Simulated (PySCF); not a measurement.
**From computed data to an observable: oscillator strength and radiative lifetime**

Al(F)(Br)(OH) (AlBrFHO), SMILES [OH][Al]([F])[Br].

Geometry optimised at r2SCAN-D4/def2-SVP. Other conformers were not sampled.

PySCF 2.14.0 with TDDFT-ωB97X/def2-SVPD puts the first singlet state with f over 0.02 at 6.85 eV (vertical), with the transition dipole (0.393, -0.017, 0.000) in atomic units.

### Question
Find the oscillator strength, the wavelength and the radiative lifetime that this transition would have in vacuum if emission retraced absorption.

### Answer

|μ|² = 0.1547 au, so |μ| = 1.00 D. ΔE = 6.85/27.211 = 0.2517 hartree. f = (2/3) ΔE |μ|² = 0.026 (the program prints 0.026).
λ = 1239.84/6.85 = 181 nm; ν = 55249 cm⁻¹.
Einstein's coefficient A = 0.6670 ν² f s⁻¹ (ν in cm⁻¹) = 5.3e7 s⁻¹, so τ = 1/A = 19 ns. This state is S1. The figure is the radiative limit of this one transition; relaxation, internal conversion, crossing to triplets and a medium change what is measured.
